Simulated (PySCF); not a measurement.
These are PBE-D3(BJ)/def2-TZVP // BP86-D3(BJ)/def2-SVP run with PySCF values and carry that method's errors. Gas-phase values, no solvent. 

Reference species: [Zn(Br)(H)] (neutral, multiplicity 1).

```
Quantity                                                         Value
------------------------------------------------------------  --------
coordination number                                                  2
HOMO                                                          -7.11 eV
HOMO–LUMO gap                                                  5.64 eV
mean distance from the central atom to its bonded neighbours   1.889 Å
```

Changed species: [Zn(H)2] (2 of 2 Br replaced by H; the reference has 1 of 2 Br replaced by H).

Problem. What does the change do to the coordination number, HOMO, HOMO–LUMO gap and mean distance from the central atom to its bonded neighbours?

Solution. the coordination number is nearly the same; the HOMO goes up by 0.26 eV, to -6.85 eV; the HOMO–LUMO gap falls by 0.18 eV, to 5.46 eV; the mean distance from the central atom to its bonded neighbours decreases by 0.340 Å, to 1.549 Å.
